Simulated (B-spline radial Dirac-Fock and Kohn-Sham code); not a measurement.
# 4f5/2 photoionisation of Dy⁴⁺ near threshold

System: Dy⁴⁺, [Xe] 4f8. The computed 4f5/2 threshold is 63.23 eV; without correlation, outer thresholds are uncertain by 1 to 2 eV. With an open shell the threshold is an average over the terms of the final ion.

Level of theory: independent-particle photoionisation in a Dirac-Hartree-Slater potential with a Latter tail, all multipoles, thresholds from Dirac-Fock ΔSCF; a radial B-spline solver. Interchannel coupling and autoionising resonances are not included, so magnitudes near threshold are approximate.

```
kinetic energy (eV)  σ (Mb)     β
                1.5    1.07  1.44
                1.9    1.09  1.41
                2.3    1.11  1.37
                2.9    1.14  1.33
                3.7    1.17  1.28
                4.6    1.21  1.22
                5.7    1.26  1.15
                7.2    1.32  1.07
                9.0    1.40  0.99
               11.2    1.49  0.90
               14.0    1.61  0.80
               17.5    1.74  0.70
               21.9    1.89  0.61
               27.4    2.05  0.53
               34.2    2.20  0.46
               42.8    2.32  0.41
               53.5    2.38  0.37
               66.9    2.35  0.36
               83.7    2.23  0.36
              104.7    2.05  0.39
              130.9    1.82  0.43
              163.6    1.55  0.49
              204.6    1.23  0.57
              255.8   0.918  0.65
              319.9   0.645  0.75
              400.0   0.423  0.83
```

The cross section shows no minimum in this range. Its largest value, 2.38 Mb, lies 54 eV above threshold, delayed by the centrifugal barrier of the l+1 channel. β ranges from 0.36 (at 66.9 eV) to 1.44.
